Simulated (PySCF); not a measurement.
Radial density of Os⁶⁴⁺ (osmium, charge +64)

UHF, [Ne] 3s2, closed-shell 1S. All numbers are calculated (PySCF 2.14, no relativity, point nucleus, in an even-tempered Gaussian basis (16 s from 19 bohr⁻², ratio 2.5; 10 p from 25 bohr⁻², ratio 2.5; 4 d from 89 bohr⁻², ratio 2.7; 4 f from 130 bohr⁻², ratio 2.7)).

```csv
r (bohr),4πr²ρ (e/bohr)
0.000305,0.3513
0.000512,0.9630
0.000862,2.584
0.00145,6.685
0.00244,16.27
0.00410,35.77
0.00690,66.26
0.0116,93.01
0.0195,89.28
0.0328,81.73
0.0552,112.8
0.0929,66.39
0.156,18.16
0.263,6.129
0.442,0.1068
```

A non-relativistic calculation at this Z misses sizeable relativistic shifts. Spin-orbit coupling, which splits the p, d and f shells strongly at this Z, is absent.
